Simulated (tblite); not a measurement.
Record of a relaxation.

Compound: C4H11F3GeSi.
SMILES with atom numbers: `[CH3:1][CH:2]([CH3:3])[SiH2:4][GeH2:5][C:6]([F:7])([F:8])[F:9]` (hydrogens: H10, H11, H12 on C1; H13 on C2; H14, H15, H16 on C3; H17, H18 on Si4; H19, H20 on Ge5)

Computed with GFN2-xTB (tblite), gas phase: L-BFGS steps from a force-field or distance-geometry start until the largest atomic force falls under 0.01 eV/Å. 7 of its 168 geometries are shown.

Step 0: E = -870.8204 eV, largest atomic force 2.693 eV/Å
```
atom  x, y, z in Å  |  force x, y, z in eV/Å
C1     -1.880    1.249    0.639   -0.703   0.041  -0.182
C2     -1.635   -0.210    0.296   -0.324  -0.223   0.666
C3     -1.550   -0.277   -1.189   -2.064  -0.756  -1.556
Si4    -0.045   -0.653    1.151    0.391  -0.678   1.623
Ge5     1.720   -0.986   -0.266   -0.506  -1.862  -0.171
C6      2.960    0.498   -0.261    1.074   0.505  -0.407
F7      2.257    1.660   -0.457    1.065  -0.626   0.462
F8      3.698    0.553    0.931   -0.849   0.417  -1.960
F9      3.815    0.369   -1.355   -0.475   0.575   1.526
H10    -1.500    1.459    1.649   -0.650   0.444  -0.532
H11    -2.985    1.381    0.542    0.957   0.627   0.239
H12    -1.328    1.809   -0.146   -0.489   0.191   0.975
H13    -2.459   -0.870    0.659    0.413   0.588  -0.153
H14    -2.045   -1.222   -1.532    0.631   0.580  -0.025
H15    -0.544   -0.248   -1.601   -0.252   0.381  -0.076
H16    -2.213    0.545   -1.583    0.891  -0.777  -0.128
H17     0.254    0.382    2.176    0.114  -0.294  -0.190
H18    -0.282   -1.923    1.883    0.159   0.194  -0.083
H19     2.523   -2.242    0.171   -0.092   0.561  -0.369
H20     1.234   -1.264   -1.712    0.707   0.112   0.340
```

Step 28: E = -871.8508 eV, largest atomic force 0.146 eV/Å
```
atom  x, y, z in Å  |  force x, y, z in eV/Å
C1     -1.948    1.369    0.657    0.051  -0.015  -0.053
C2     -1.670   -0.100    0.337   -0.011  -0.050   0.024
C3     -1.651   -0.327   -1.176    0.021   0.002   0.065
Si4    -0.072   -0.751    1.178    0.026   0.002  -0.081
Ge5     1.739   -1.173   -0.304   -0.024   0.055  -0.010
C6      2.935    0.435   -0.304   -0.023  -0.009   0.017
F7      2.247    1.592   -0.455    0.052   0.012  -0.043
F8      3.627    0.569    0.847   -0.006   0.020   0.018
F9      3.850    0.401   -1.291   -0.027   0.075   0.008
H10    -1.900    1.560    1.728    0.004  -0.040  -0.068
H11    -2.942    1.647    0.308    0.025   0.001  -0.004
H12    -1.225    2.006    0.156    0.065   0.058   0.024
H13    -2.495   -0.682    0.758   -0.094  -0.015  -0.041
H14    -1.738   -1.388   -1.412    0.025   0.044   0.016
H15    -0.713    0.039   -1.602   -0.112   0.078  -0.051
H16    -2.479    0.201   -1.649    0.060  -0.059  -0.009
H17     0.436    0.230    2.137   -0.003  -0.018   0.096
H18    -0.390   -2.037    1.804    0.054  -0.032   0.099
H19     2.769   -2.207    0.073   -0.023  -0.071   0.023
H20     1.615   -1.371   -1.795   -0.060  -0.037  -0.032
```

Step 56: E = -871.9025 eV, largest atomic force 0.056 eV/Å
```
atom  x, y, z in Å  |  force x, y, z in eV/Å
C1     -1.849    1.371    0.638   -0.022   0.035  -0.004
C2     -1.661   -0.116    0.343   -0.020   0.022  -0.021
C3     -1.628   -0.342   -1.166   -0.011  -0.017  -0.021
Si4    -0.091   -0.788    1.216    0.025  -0.023  -0.011
Ge5     1.684   -1.154   -0.315   -0.034   0.044  -0.001
C6      2.875    0.462   -0.322    0.013  -0.012   0.009
F7      2.200    1.619   -0.517   -0.006  -0.031  -0.002
F8      3.524    0.609    0.854   -0.003   0.028  -0.012
F9      3.824    0.416   -1.275   -0.007   0.018   0.017
H10    -1.937    1.549    1.707    0.027  -0.002   0.015
H11    -2.755    1.742    0.164   -0.014   0.001  -0.035
H12    -1.009    1.949    0.258    0.010  -0.002   0.015
H13    -2.531   -0.648    0.742    0.008  -0.009   0.010
H14    -1.470   -1.393   -1.407    0.008  -0.004   0.014
H15    -0.827    0.243   -1.622    0.003  -0.017   0.016
H16    -2.569   -0.033   -1.620    0.027   0.013   0.008
H17     0.376    0.166    2.226    0.023  -0.009   0.010
H18    -0.359   -2.079    1.860   -0.017  -0.017  -0.002
H19     2.702   -2.211    0.035    0.006  -0.005  -0.008
H20     1.496   -1.352   -1.800   -0.017  -0.011   0.003
```

Step 84: E = -871.9111 eV, largest atomic force 0.047 eV/Å
```
atom  x, y, z in Å  |  force x, y, z in eV/Å
C1     -1.787    1.396    0.621   -0.002   0.015  -0.002
C2     -1.633   -0.101    0.361   -0.035  -0.007  -0.010
C3     -1.585   -0.364   -1.140   -0.029  -0.005  -0.037
Si4    -0.099   -0.836    1.245    0.008  -0.002   0.000
Ge5     1.659   -1.154   -0.313    0.018  -0.034  -0.015
C6      2.806    0.491   -0.331   -0.002   0.011   0.002
F7      2.085    1.606   -0.597    0.004   0.001  -0.010
F8      3.402    0.718    0.860   -0.003   0.003  -0.003
F9      3.790    0.453   -1.246   -0.001   0.014   0.006
H10    -1.921    1.597    1.682    0.026  -0.001   0.004
H11    -2.659    1.780    0.092    0.003   0.009   0.007
H12    -0.915    1.946    0.271    0.019  -0.017   0.004
H13    -2.522   -0.600    0.758   -0.034  -0.009   0.021
H14    -1.458   -1.427   -1.351    0.000   0.012  -0.008
H15    -0.758    0.184   -1.595    0.015  -0.005  -0.003
H16    -2.505   -0.032   -1.619   -0.004  -0.002   0.006
H17     0.374    0.051    2.312    0.012  -0.011  -0.004
H18    -0.411   -2.157    1.806   -0.004   0.009  -0.002
H19     2.702   -2.208   -0.023    0.006   0.021   0.014
H20     1.431   -1.332   -1.798    0.001  -0.002   0.027
```

Step 111: E = -871.9414 eV, largest atomic force 0.036 eV/Å
```
atom  x, y, z in Å  |  force x, y, z in eV/Å
C1     -1.452    1.417    0.593    0.006   0.002   0.022
C2     -1.590   -0.088    0.373   -0.008   0.002  -0.005
C3     -1.645   -0.398   -1.121    0.012   0.003  -0.012
Si4    -0.165   -1.047    1.221   -0.029   0.007   0.010
Ge5     1.688   -1.172   -0.252   -0.020  -0.004   0.012
C6      2.533    0.645   -0.371    0.008  -0.007  -0.003
F7      1.725    1.585   -0.910   -0.002  -0.001  -0.033
F8      2.861    1.108    0.856    0.011   0.022   0.023
F9      3.663    0.667   -1.097    0.030  -0.010  -0.014
H10    -1.509    1.662    1.651    0.005   0.002   0.008
H11    -2.247    1.954    0.077   -0.034  -0.012   0.001
H12    -0.504    1.783    0.206    0.013  -0.001  -0.014
H13    -2.538   -0.408    0.819   -0.001   0.003   0.007
H14    -1.748   -1.468   -1.301   -0.002   0.019   0.013
H15    -0.734   -0.049   -1.612   -0.018   0.012  -0.005
H16    -2.489    0.110   -1.584    0.007  -0.020  -0.004
H17     0.278   -0.371    2.444   -0.003  -0.009   0.006
H18    -0.585   -2.415    1.541    0.015  -0.014  -0.020
H19     2.895   -1.970    0.177    0.005  -0.009   0.009
H20     1.559   -1.534   -1.714    0.004   0.013   0.001
```

Step 139: E = -871.9541 eV, largest atomic force 0.037 eV/Å
```
atom  x, y, z in Å  |  force x, y, z in eV/Å
C1     -1.334    1.415    0.596    0.001   0.000  -0.003
C2     -1.588   -0.077    0.394   -0.002  -0.007  -0.014
C3     -1.709   -0.389   -1.096   -0.007  -0.004  -0.008
Si4    -0.216   -1.145    1.189    0.010   0.003   0.013
Ge5     1.728   -1.126   -0.167   -0.019  -0.005   0.011
C6      2.497    0.713   -0.418   -0.009   0.027   0.009
F7      1.736    1.502   -1.210    0.028  -0.024   0.001
F8      2.626    1.383    0.749   -0.011  -0.003  -0.007
F9      3.720    0.694   -0.977    0.001  -0.007  -0.001
H10    -1.241    1.661    1.651   -0.012  -0.002   0.016
H11    -2.155    1.998    0.181   -0.010   0.010   0.003
H12    -0.422    1.723    0.089    0.015   0.006   0.005
H13    -2.539   -0.326    0.876    0.003  -0.002  -0.010
H14    -1.874   -1.451   -1.266   -0.001  -0.002   0.006
H15    -0.798   -0.089   -1.617    0.001  -0.008  -0.009
H16    -2.540    0.159   -1.538   -0.001   0.009   0.004
H17     0.129   -0.661    2.529    0.012   0.000   0.001
H18    -0.656   -2.543    1.269    0.005  -0.005   0.001
H19     2.947   -1.840    0.366    0.001   0.013   0.002
H20     1.685   -1.589   -1.603   -0.007  -0.001  -0.018
```

Step 167: E = -871.9571 eV, largest atomic force 0.009 eV/Å
```
atom  x, y, z in Å  |  force x, y, z in eV/Å
C1     -1.318    1.407    0.615    0.001   0.001  -0.002
C2     -1.587   -0.081    0.400    0.005   0.002   0.002
C3     -1.714   -0.387   -1.091    0.001   0.003  -0.002
Si4    -0.217   -1.157    1.189   -0.004  -0.003  -0.002
Ge5     1.719   -1.116   -0.176   -0.002  -0.004   0.007
C6      2.486    0.724   -0.440   -0.006  -0.001   0.003
F7      1.795    1.462   -1.336    0.000  -0.009   0.001
F8      2.502    1.450    0.700   -0.002   0.000  -0.001
F9      3.755    0.690   -0.882   -0.004   0.005   0.004
H10    -1.265    1.646    1.675    0.000  -0.004   0.001
H11    -2.111    2.007    0.171   -0.001  -0.003  -0.002
H12    -0.379    1.703    0.150   -0.004  -0.001  -0.006
H13    -2.541   -0.325    0.879    0.003   0.004   0.002
H14    -1.914   -1.444   -1.258    0.001   0.002  -0.003
H15    -0.794   -0.119   -1.613    0.002   0.006  -0.001
H16    -2.527    0.188   -1.533   -0.002   0.001   0.002
H17     0.134   -0.681    2.530    0.006  -0.002  -0.001
H18    -0.653   -2.557    1.261    0.006   0.006   0.002
H19     2.942   -1.815    0.366    0.003  -0.002  -0.004
H20     1.682   -1.588   -1.611   -0.002  -0.001   0.001
```

Q: Summarise the path.

A: The energy falls by 1.1368 eV from step 0 to step 167; nine tenths of that is first reached at step 27. It falls at every step. The largest force goes from 2.693 to 0.009 eV/Å. Among the bonds Si4–Ge5 changes most, from 2.287 to 2.370 Å; the atoms move by 0.733 Å rms after alignment.

The cost below is that of the whole relaxation. Hardware: an Arm Neoverse N1 with one thread (shared host). Cost: 2.8 s.
